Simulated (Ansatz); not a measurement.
Mulliken charges of Br2HSn (`[Br][SnH][Br]`) radical from r2SCAN/def2-TZVPP in Ansatz (PBE0-D4/def2-TZVP geometry).

```tsv
atom	x (Å)	y (Å)	z (Å)	charge (e)
Br1	-2.222	0.108	-0.219	-0.313
Sn2	0.231	-0.032	-0.619	0.707
Br3	1.156	-1.656	1.025	-0.313
H4	0.890	1.520	-0.207	-0.081
```

By hand: the dipole of these point charges (1 e Å = 4.8032 D).

Σ q r = (0.425, 0.339, -0.673) e Å, of length 0.865 e Å = 4.15 D.

How does the dipole of the full density compare? (Best estimate.)

The calculation gave: (0.236, 0.216, -0.335) e Å, 2.22 D; the point charges give 1.87 times that, at 5° from its direction.

Point charges leave out the atoms' own dipoles, such as those of lone pairs, and Mulliken's split depends on the basis, so the two needn't agree.
